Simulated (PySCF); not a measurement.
Task: What does the GFN2-xTB structure of `C[Si](C)(C)C` (TMS) look like in three dimensions?

Result: 
Z-matrix in Å and degrees, rows numbered from 1:
```
C 
Si  1  1.9091
C   2  1.9090  1  109.48
C   2  1.9092  1  109.61  3   120.03
C   2  1.9090  1  109.53  3  -119.99
H   1  1.0859  2  111.36  3   -60.01
H   1  1.0859  2  111.41  3   179.92
H   1  1.0859  2  111.34  3    59.91
H   3  1.0859  2  111.36  1  -179.63
H   3  1.0859  2  111.40  1    60.35
H   3  1.0858  2  111.36  1   -59.65
H   4  1.0858  2  111.41  1   -59.95
H   4  1.0859  2  111.42  1    60.09
H   4  1.0860  2  111.34  1  -179.88
H   5  1.0859  2  111.43  1   -60.12
H   5  1.0858  2  111.39  1    59.92
H   5  1.0859  2  111.35  1   179.91
```

Si2 (four-coordinate silicon) is tetrahedral (angles from 109.4° to 109.6°). All 4 C–Si bonds measure 1.909 Å.

Computed geometry: GFN2-xTB, gas phase.

Point group: Td (every atom within 0.08 Å of its image). Whether it is a minimum is left open (no frequencies).
